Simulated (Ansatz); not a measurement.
Si₃₂H₃₈⁺, a nanocrystal cut from hexagonal silicon: single points at one geometry.

```yaml
crystal:
  periodic: [false, false, false]
  atoms:
    - {symbol: Si, position_ang: [-1.314657, -4.859597, -0.524300]}
    - {symbol: Si, position_ang: [-3.211305, -3.760030, 0.330007]}
    - {symbol: Si, position_ang: [-3.275964, -1.572396, -2.840172]}
    - {symbol: Si, position_ang: [-3.252296, -1.552425, -0.475755]}
    - {symbol: Si, position_ang: [-5.151111, -0.424885, 0.327738]}
    - {symbol: Si, position_ang: [-5.154605, 1.769768, -0.520122]}
    - {symbol: Si, position_ang: [0.598344, -3.755888, 0.284059]}
    - {symbol: Si, position_ang: [0.585770, -3.792071, 2.650717]}
    - {symbol: Si, position_ang: [0.562326, -1.558241, -2.860758]}
    - {symbol: Si, position_ang: [-1.365033, -0.470596, -3.658796]}
    - {symbol: Si, position_ang: [0.567800, -1.540492, -0.498005]}
    - {symbol: Si, position_ang: [-1.339375, -0.443588, 0.317057]}
    - {symbol: Si, position_ang: [0.551583, -1.588983, 3.477642]}
    - {symbol: Si, position_ang: [-1.355374, -0.465619, 2.679989]}
    - {symbol: Si, position_ang: [-1.349722, 1.745313, -2.866542]}
    - {symbol: Si, position_ang: [-1.335365, 1.757673, -0.502417]}
    - {symbol: Si, position_ang: [-3.244541, 2.873226, 0.296105]}
    - {symbol: Si, position_ang: [-1.366798, 1.746005, 3.480920]}
    - {symbol: Si, position_ang: [-3.272094, 2.861207, 2.664277]}
    - {symbol: Si, position_ang: [4.402605, -1.572294, -2.819170]}
    - {symbol: Si, position_ang: [2.493694, -0.475249, -3.654255]}
    - {symbol: Si, position_ang: [4.377258, -1.545759, -0.451237]}
    - {symbol: Si, position_ang: [2.462171, -0.433495, 0.330130]}
    - {symbol: Si, position_ang: [2.458940, -0.454533, 2.694458]}
    - {symbol: Si, position_ang: [2.475537, 1.743679, -2.871573]}
    - {symbol: Si, position_ang: [0.562331, 2.858699, -3.671232]}
    - {symbol: Si, position_ang: [2.477548, 1.759325, -0.506781]}
    - {symbol: Si, position_ang: [0.572263, 2.855700, 0.319528]}
    - {symbol: Si, position_ang: [2.492869, 1.757668, 3.490376]}
    - {symbol: Si, position_ang: [0.562748, 2.838455, 2.687487]}
    - {symbol: Si, position_ang: [4.405713, 2.833488, 0.296083]}
    - {symbol: Si, position_ang: [4.415409, 2.840409, 2.665755]}
    - {symbol: H, position_ang: [-1.299756, -6.310272, -0.107202]}
    - {symbol: H, position_ang: [-1.349125, -4.800998, -2.031526]}
    - {symbol: H, position_ang: [-4.476868, -4.473196, -0.079362]}
    - {symbol: H, position_ang: [-3.148624, -3.741128, 1.837419]}
    - {symbol: H, position_ang: [-3.299488, -2.998817, -3.333526]}
    - {symbol: H, position_ang: [-4.524141, -0.887390, -3.341714]}
    - {symbol: H, position_ang: [-6.398754, -1.165728, -0.087344]}
    - {symbol: H, position_ang: [-5.106366, -0.386337, 1.835334]}
    - {symbol: H, position_ang: [-5.112027, 1.714074, -2.027341]}
    - {symbol: H, position_ang: [-6.406398, 2.506003, -0.108479]}
    - {symbol: H, position_ang: [1.850027, -4.429199, -0.229047]}
    - {symbol: H, position_ang: [-0.625990, -4.546254, 3.142382]}
    - {symbol: H, position_ang: [1.816048, -4.507742, 3.151765]}
    - {symbol: H, position_ang: [0.561611, -2.995022, -3.330704]}
    - {symbol: H, position_ang: [-1.351802, -0.465877, -5.170241]}
    - {symbol: H, position_ang: [0.540662, -1.577923, 4.988787]}
    - {symbol: H, position_ang: [-2.598436, -1.181410, 3.155788]}
    - {symbol: H, position_ang: [-2.597534, 2.450738, -3.346377]}
    - {symbol: H, position_ang: [-3.208948, 4.300628, -0.198690]}
    - {symbol: H, position_ang: [-1.353893, 1.732912, 4.991897]}
    - {symbol: H, position_ang: [-4.521341, 2.172076, 3.157280]}
    - {symbol: H, position_ang: [-3.292838, 4.282043, 3.172049]}
    - {symbol: H, position_ang: [4.422779, -2.998071, -3.312448]}
    - {symbol: H, position_ang: [5.646043, -0.882859, -3.324459]}
    - {symbol: H, position_ang: [2.489782, -0.480599, -5.165430]}
    - {symbol: H, position_ang: [4.382827, -2.957465, 0.080843]}
    - {symbol: H, position_ang: [5.608606, -0.848344, 0.072049]}
    - {symbol: H, position_ang: [3.700507, -1.180546, 3.161252]}
    - {symbol: H, position_ang: [3.722789, 2.448459, -3.354587]}
    - {symbol: H, position_ang: [0.558331, 2.858843, -5.180361]}
    - {symbol: H, position_ang: [0.564390, 4.290594, -3.194743]}
    - {symbol: H, position_ang: [0.565924, 4.289269, -0.159144]}
    - {symbol: H, position_ang: [2.479628, 1.755865, 5.001118]}
    - {symbol: H, position_ang: [0.553366, 4.272160, 3.165902]}
    - {symbol: H, position_ang: [5.629483, 2.118896, -0.222019]}
    - {symbol: H, position_ang: [4.441632, 4.251031, -0.219382]}
    - {symbol: H, position_ang: [5.648782, 2.133848, 3.172144]}
    - {symbol: H, position_ang: [4.452408, 4.263282, 3.166912]}
basis:
  gaussian: {orbitals: def2-TZVP, fitting: {mean_field: def2-universal-jkfit}, initial_orbitals: start.molden}
total_charge: 1
magnetization: {spin_polarized: true, initial_magnetization: 1}
hamiltonian: {xc: {name: B3LYP}, dispersion: d4}
scf: {omitted_lower_state_checks: [starts]}
output: {orbitals: {seedname: orbitals}}
```

The file start.molden holds the orbitals of an earlier run on this structure, at another level or in another basis.

```sh
$ ansatz run in.yaml --threads 11 --pin off --events-out ev --progress --plain --max-ram 110592MiB --backend cuda --devices 0, --max-vram 75GiB
```

It prints (some lines left out):

```
Functional definition: B3LYP
4780 factors; integrals over basis functions are off by at most 5.8e-1 eV
mean field evaluation 1: about -252727.1976 eV, gradient 1.5e1 eV
mean field evaluation 2: about -252727.8755 eV, gradient 6.0e-1 eV
mean field evaluation 4: about -252727.8518 eV, gradient 7.4e-3 eV
mean field evaluation 8: about -252727.8518 eV, gradient 8.4e-5 eV
mean field -252727.85178196 eV, -9287.5772478966 hartree, gradient 9.3e-6 eV, S^2 0.752574; 0 other end points of the search recorded, 0 dependent functions left out
reference -252727.85260238 eV, -9287.5772780464 hartree; 243, 242 occupied and 1169, 1170 virtual orbitals, 4780 factors
Total energy: -252737.50183100 eV, -9287.9318806577 hartree
Checks for a lower state left out: starts
```

Run time 30 s (11 threads of AMD EPYC 7R13 on a shared host and a whole NVIDIA H100 80GB HBM3), peak host memory 2.6 GiB.

The first input with `gaussian: {orbitals: def2-TZVP, fitting: {mean_field: def2-universal-jkfit}}`, `hamiltonian: {xc: pbe0, dispersion: d4}` (abridged; 35 s):

```
Functional definition: PBE0
mean field evaluation 16: about -252609.4394 eV, gradient 6.7e-3 eV
mean field evaluation 32: about -252609.4395 eV, gradient 4.5e-5 eV
mean field -252609.43945536 eV, -9283.2256751565 hartree, gradient 9.6e-6 eV, S^2 0.753690
Total energy: -252614.92179054 eV, -9283.4271472586 hartree
Checks for a lower state left out: starts
```

The first input with `hamiltonian: {xc: pbe, dispersion: d4}` (abridged; 16 s):

```
Functional definition: PBE
mean field evaluation 16: about -252584.6448 eV, gradient 2.1e-6 eV
mean field -252584.64484500 eV, -9282.3144900322 hartree, gradient 2.1e-6 eV, S^2 0.750873
Total energy: -252590.60972963 eV, -9282.5336954994 hartree
Checks for a lower state left out: starts
```

Geometry: PBE-D4/def2-SVP, that of the neutral singlet.

B3LYP takes the VWN-RPA correlation. Single mean-field runs in def2-TZVP are fitted with def2-universal-jkfit.
